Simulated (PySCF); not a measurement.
**Correlation energy of Ta⁺ (tantalum, charge +1)**

[Xe] 4f14 5d3 6s1, high-spin 5F determinant. Calculation: PySCF 2.14, in aug-cc-pVDZ-PP with ECP60MDF; a scalar-relativistic core potential. Frozen: 5s2 5p6; 4 electrons correlated.

MP2 pair energies summed by pair of shells (mhartree):

```json
{"pair": "5d-6s", "energy": "-10.68", "share (%)": "50.4"}
{"pair": "5d-5d", "energy": "-10.50", "share (%)": "49.6"}
```

Total MP2 correlation energy: -21.18 mhartree.

Same-spin part -21.18 and opposite-spin part 0.00 mhartree; SCS-MP2 scales them by 1/3 and 6/5 to -7.06 mhartree.
